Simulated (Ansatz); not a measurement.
Gas-phase electronic energies from Ansatz, PBE0-D4/def2-TZVP geometries. CBS: MP2 limit from def2 TZ/QZ plus the TZ coupled-cluster correction, frozen cores. DFT in def2-TZVPP. For Ge, Mg outer-core shells are correlated without core-valence functions, which leaves a few kJ/mol of doubt a bond. Scalar relativity is left out up to krypton. Each species was taken in one conformer, which may not be the lowest.

`[SH][GeH]` + `[CH3][Mg][OH]` → `[OH][Ge][SH]` + `[CH3][MgH]`  (redistribution)

```
             level  ΔE (kJ/mol)
       LDA (SPW92)         21.0
           BLYP-D4         24.3
        r2SCANh-D4         30.0
           ωB97X-V         26.9
               PBE         24.4
              BLYP         29.5
         CAM-B3LYP         32.0
SCS-MP2/def2-QZVPP         37.9
```

Question: What does CCSD(T)/CBS give? (An estimate is asked.)

Answer: Computed: +39.0 kJ/mol. The listed levels differ from it by -18.0, -14.7, -9.0, -12.1, -14.6, -9.5, -7.0, -1.1 kJ/mol.

Question: What do rigid-rotor, harmonic-oscillator terms from PBE0-D4/def2-TZVP frequencies (298.15 K, 1 bar) make of the CCSD(T)/CBS value? (Estimate.)

Answer: Ansatz gave: ΔZPE = +0.1 kJ/mol, ΔH = +36.6 kJ/mol, ΔS = -25 J/(mol·K), ΔG = +44.1 kJ/mol.

Largest T1 diagnostic among the species: 0.015.

From PBE to PBE0 (25 % exact exchange), in def2-TZVPP and without D4, ΔE moves by +4.5 kJ/mol. At CCSD(T), def2-SVP lies +9.5 kJ/mol from the extrapolated value and def2-TZVPP −7.6 kJ/mol.
